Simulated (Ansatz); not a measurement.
System: C3H8BO, net charge 0, doublet state. It need not be the lowest isomer of its formula. 
Coordinates optimised at B3LYP-D3(BJ)/def2-TZVP (Ansatz, an electronic-structure program):
```xyz
13

C      1.9857     0.1765     0.0518
O      0.8674    -0.5453    -0.1655
B     -0.4275    -0.0863    -0.0258
C     -1.5601    -1.1231    -0.3382
C     -0.7119     1.3954     0.4223
H      1.9189     1.2076     0.3635
H      2.9167    -0.3421    -0.1056
H     -1.1821    -2.1020    -0.6344
H     -2.2127    -0.7472    -1.1341
H     -2.2114    -1.2512     0.5335
H     -1.7781     1.6125     0.4887
H     -0.2681     2.1148    -0.2746
H     -0.2668     1.6086     1.4003
```
Charge 0, spin multiplicity 2.

Quantity: atomisation energy (electronic, to ground-state atoms); the coupled-cluster value holds the core correlation from cc-pwCVTZ, in eV. Cores are frozen in the correlated levels unless marked. UHF or UKS for open shells. Spin-orbit coupling is left out. Non-relativistic. CBS marks a two-point X^-3 extrapolation of the correlation energy; Hartree-Fock from the larger set.

Level to compare with: CCSD(T)/CBS(cc-pVTZ,cc-pVQZ) plus the core term (Ansatz), 53.20 eV. It is a level with limits of its own, and the differences hold the functionals' basis error too.

Rank these functionals by how close they come to CCSD(T)/CBS(cc-pVTZ,cc-pVQZ), closest first: CAM-B3LYP/def2-TZVPD (Ansatz); r2SCAN/def2-TZVPD (Ansatz); B3LYP/def2-TZVPD (Ansatz).

CAM-B3LYP/def2-TZVPD (range-separated hybrid, 53.38 eV, difference 0.18), B3LYP/def2-TZVPD (global hybrid, 52.96 eV, difference -0.24), r2SCAN/def2-TZVPD (meta-GGA, 53.50 eV, difference 0.30)
